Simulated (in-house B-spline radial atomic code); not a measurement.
Pd IV (Pd3+) is squeezed into an impenetrable sphere of radius R (the orbitals vanish at R). No spin polarisation. Method: scalar-relativistic (X2C) PBE, spherical fractional occupations, Fermi nucleus of rms radius 4.5318 fm. Calculated with an all-electron radial atomic-structure program (B-spline basis).

Energies in eV above the free ion in [Kr] 4d7:

| R (bohr) | highest level (eV) | [Kr] 4d7 | [Kr] 4d6 4f1 | [Ar] 3d10 4s2 4p5 4d8 |
| --- | --- | --- | --- | --- |
| 8.72 | -41.6 | 0 | 34.18 | 49.97 |
| 6.62 | -41.6 | 0.0002337 | 34.65 | 49.97 |
| 5.43 | -41.6 | 0.007833 | 35.74 | 49.97 |
| 4.23 | -41.4 | 0.2355 | 38.85 | 50.2 |
| 3.74 | -40.9 | 0.8955 | 41.71 | 50.87 |
| 3.21 | -39.4 | 3.714 | 48.03 | 53.82 |
| 2.57 | -33.2 | 21.26 | 72.13 | 72.34 |
| 2.11 | -19 | 81.06 | 138.8 | 134.9 |
| 1.64 | 25.8 | 362 | 427.6 | 423.7 |
| 1.44 | 70.4 | 718.9 | 785.2 | 786.5 |

**Question.** Does [Kr] 4d6 4f1 fall below [Kr] 4d7 under compression?

**Answer.** No, it stays above over the whole range.

**Question.** Does [Ar] 3d10 4s2 4p5 4d8 fall below [Kr] 4d7 under compression?

**Answer.** No, it stays above over the whole range.

The highest level is first positive in the row R = 1.64 bohr, pushed up by confinement above the zero of the free ion's potential. Each configuration is held fixed and needn't be the lowest in the sphere.
